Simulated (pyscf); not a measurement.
Hydrogen shift: `[OH][Sn]([Cl])[Cl]` [doublet] → `[O][SnH]([Cl])[Cl]` [doublet]

Gas phase, doublet surface, charge 0. Bonds broken: O4–H5. Bonds formed: Sn2–H5. Optimised with ωB97X-D3(BJ)/def2-SVP in PySCF.

Transition state (Å):

```xyz
5

Cl     2.4228    -0.8820    -1.1044
Sn     0.3937    -0.0336    -0.3807
Cl     0.2958     2.1299    -1.1991
O     -1.2100    -1.1662    -0.4103
H     -0.5630    -0.6674     0.9843
```

One imaginary mode, 1453i cm⁻¹; descent along it reached the two sides named, in the forms told below.

```tsv
bond	change	reactant side (Å)	saddle	product side
O4–H5	breaks	0.966	1.616	3.0
Sn2–H5	forms	2.537	1.783	1.691
```

Electronic energies relative to the reactant's lowest minimum found (kcal/mol):

```tsv
level	barrier	reaction energy	reverse barrier
ωB97X-D3(BJ)/def2-TZVP	71.0	+47.7	23.4
PBE/def2-TZVP	66.1	+55.7	10.4
r²SCAN/def2-TZVP	68.1	+51.4	16.7
B3LYP-D3(BJ)/def2-TZVP	70.4	+51.6	18.7
PBE0-D3(BJ)/def2-TZVP	69.9	+50.7	19.2
M06-2X/def2-TZVP	77.7	+54.3	23.4
ωB97M-D3(BJ)/def2-TZVP	72.3	+50.3	22.0
HF/def2-TZVP	70.8	+30.1	40.8
```

With ωB97M-D3(BJ)/def2-TZVP energies and thermal terms (ideal gas, 1 atm, RRHO with modes under 100 cm⁻¹ raised to 100, one conformer, R ln 2 for chiral ones without a mode under 150 cm⁻¹), in kcal/mol:

```
T (K)   ΔH‡   ΔG‡     ΔH     ΔG
-----  ----  ----  -----  -----
298    68.3  69.0  +47.7  +48.3
600    67.9  69.8  +47.7  +49.0
900    67.6  70.7  +47.9  +49.6
1200   67.4  71.8  +48.1  +50.1
```

On the reactant side the descent ends in a point that may be a rotor saddle (no frequency run), 1.2 kcal/mol over the lowest minimum found and 69.9 kcal/mol under the saddle at ωB97X-D3(BJ)/def2-TZVP. This saddle turned up in a search for another step; its sides and bond changes are read from the two ends of the descent. One saddle was located; it need not be the lowest between these sides. Elements past Kr carry the def2 core potentials, without spin-orbit coupling.
